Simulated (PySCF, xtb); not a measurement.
Si(F)3(Et) (C₂H₅F₃Si), SMILES CC[Si](F)(F)F.

GFN2-xTB (xtb) at its own geometry gives an orbital gap of 7.73 eV and a dipole moment of 3.17 D.

The structure is a stationary point at B3LYP-D3(BJ)/def2-SVP. Other conformers were not sampled.

**Question.** What does PBE/def2-TZVP (PySCF) give? (The exact figures need the calculation; the answer reports its results.)

**Answer.** gap 7.96 eV (levels -8.15 and -0.18 eV), dipole 2.63 D.
